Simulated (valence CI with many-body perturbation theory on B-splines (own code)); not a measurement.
The numbers below are computed, except where a source is named.
## Ladder of approximations for Rh38+

Level of theory: configuration interaction combined with many-body perturbation theory (CI+MBPT): five valence electrons over a frozen Dirac-Fock core [He], radial functions for each j: 9 s, 9 p, 8 d, 6 f, 3 g, 1 h, with the one-electron correlation potential Σ1 (screened to all orders), the two-electron term Σ2, the three-electron term Σ3, Breit, model QED; selected single and double excitations, second order for the rest (own B-spline code, finite nucleus).

No measured spectrum was set against this ion. As an estimate, large intervals hold to a few tenths of a per cent, small ones and those within an open d or f shell to about a per cent. Among the levels kept, up to 1700 cm⁻¹ of a level comes from second order outside the variational space, and about a tenth of that is noise between levels of different J, which matters for small intervals.

Each rung adds one term. CI alone is the Dirac-Coulomb CI over the frozen core; QED comes last and gives the full result, which names the levels. Energies are above (2s^2 2p1/2^2 2p3/2) J=3/2 on the same rung, in Ry.

Levels are named by their leading jj configuration (3d3/2^4 stands for four electrons in 3d with j = 3/2), which in mixed levels can hold well under half, so a name can repeat and another be missing. Letters in brackets count levels of one name in rising energy.

| Level | CI alone | Σ1 | Σ2 | Σ3 | Breit | QED | Full |
| --- | --- | --- | --- | --- | --- | --- | --- |
| (2s^2 2p1/2 2p3/2^2) J=3/2 | 10.23 | +0.004 | -0.002 | +0.001 | -0.182 | +0.024 | 10.07 |
| (2s^2 2p1/2 2p3/2^2) J=5/2 | 11.64 | +0.005 | +0.001 | -0.002 | -0.337 | +0.024 | 11.33 |
| (2s^2 2p1/2 2p3/2^2) J=1/2 | 13.17 | +0.005 | +0.007 | -0.003 | -0.153 | +0.021 | 13.05 |
| (2s 2p1/2^2 2p3/2^2) J=5/2 | 22.86 | -0.012 | -0.014 | -0.004 | -0.065 | -0.204 | 22.56 |
| (2s^2 2p3/2^3) J=3/2 | 23.52 | +0.009 | +0.004 | -0.003 | -0.401 | +0.044 | 23.17 |
| (2s 2p1/2^2 2p3/2^2) J=1/2 | 26.56 | -0.011 | -0.012 | -0.008 | +0.067 | -0.203 | 26.39 |
| (2s 2p1/2^2 2p3/2^2) J=3/2 | 26.75 | -0.011 | -0.022 | -0.010 | -0.026 | -0.203 | 26.48 |
| (2s 2p1/2 2p3/2^3) J=3/2 [a] | 34.43 | -0.007 | -0.015 | -0.006 | -0.163 | -0.183 | 34.06 |
| (2s 2p1/2 2p3/2^3) J=5/2 | 36.49 | -0.007 | -0.015 | -0.008 | -0.311 | -0.182 | 35.97 |
| (2s 2p1/2 2p3/2^3) J=1/2 | 38.30 | -0.007 | -0.023 | -0.012 | -0.163 | -0.183 | 37.91 |
| (2s 2p1/2 2p3/2^3) J=3/2 [b] | 39.28 | -0.007 | -0.027 | -0.014 | -0.254 | -0.184 | 38.79 |
| (2s 2p3/2^4) J=1/2 | 49.86 | -0.003 | -0.017 | -0.013 | -0.350 | -0.161 | 49.32 |
| (2p1/2^2 2p3/2^3) J=3/2 | 53.12 | -0.023 | -0.046 | -0.019 | +0.014 | -0.406 | 52.64 |
| (2p1/2 2p3/2^4) J=1/2 | 64.56 | -0.018 | -0.042 | -0.019 | -0.190 | -0.386 | 63.90 |
| (2s^2 2p1/2^2 3s) J=1/2 | 226.97 | +0.020 | +0.006 | -0.009 | -0.155 | +0.050 | 226.88 |
| (2s^2 2p1/2^2 3p1/2) J=1/2 | 230.75 | +0.017 | +0.005 | -0.009 | -0.086 | -0.014 | 230.66 |
| (2s^2 2p1/2^2 3p3/2) J=3/2 | 234.56 | +0.018 | +0.002 | -0.009 | -0.160 | -0.008 | 234.40 |
| (2s^2 2p1/2 2p3/2 3s) J=3/2 [a] | 237.47 | +0.024 | +0.003 | -0.008 | -0.378 | +0.073 | 237.19 |
| (2s^2 2p1/2 2p3/2 3s) J=1/2 | 237.91 | +0.024 | +0.001 | -0.008 | -0.379 | +0.074 | 237.62 |
| (2s^2 2p1/2 2p3/2 3s) J=5/2 | 238.59 | +0.024 | +0.005 | -0.010 | -0.505 | +0.071 | 238.18 |
| (2s^2 2p1/2^2 3d3/2) J=3/2 | 238.44 | +0.020 | +0.005 | -0.009 | -0.172 | -0.012 | 238.27 |
| (2s^2 2p1/2 2p3/2 3s) J=3/2 [b] | 238.92 | +0.024 | +0.003 | -0.010 | -0.494 | +0.073 | 238.51 |
| (2s^2 2p1/2^2 3d5/2) J=5/2 | 239.93 | +0.021 | +0.004 | -0.009 | -0.225 | -0.008 | 239.71 |
| (2s^2 2p1/2 2p3/2 3p1/2) J=1/2 | 241.23 | +0.021 | +0.001 | -0.008 | -0.303 | +0.010 | 240.95 |
| (2s^2 2p1/2 2p3/2 3p1/2) J=3/2 [a] | 241.63 | +0.021 | +0.001 | -0.008 | -0.345 | +0.010 | 241.31 |
| (2s^2 2p1/2 2p3/2 3p1/2) J=5/2 | 242.49 | +0.021 | +0.003 | -0.010 | -0.462 | +0.010 | 242.05 |
| (2s^2 2p1/2 2p3/2 3p1/2) J=3/2 [b] | 243.77 | +0.021 | 0.000 | -0.009 | -0.383 | +0.008 | 243.41 |
| (2s^2 2p1/2 2p3/2 3p3/2) J=5/2 [a] | 244.58 | +0.022 | +0.001 | -0.008 | -0.380 | +0.010 | 244.23 |
| (2s^2 2p1/2 2p3/2 3p3/2) J=1/2 [a] | 244.90 | +0.022 | +0.001 | -0.009 | -0.405 | +0.016 | 244.53 |
| (2s^2 2p1/2 2p3/2 3p3/2) J=3/2 [a] | 245.29 | +0.022 | +0.001 | -0.009 | -0.424 | +0.016 | 244.89 |
| (2s^2 2p1/2 2p3/2 3p3/2) J=7/2 | 245.82 | +0.022 | +0.004 | -0.010 | -0.532 | +0.016 | 245.32 |

The middle columns are the shifts that each term adds.

Problem. How does the ionisation energy move along the ladder, and which term matters most?

Solution. CI alone 5600.8, + Σ1 5601.1, + Σ2 5601.2, + Σ3 5601.0, + Breit 5598.0, + QED 5597.9 eV. The largest step is Breit, -3.1 eV. NIST lists 5600 ± 40 eV (semi-empirical).
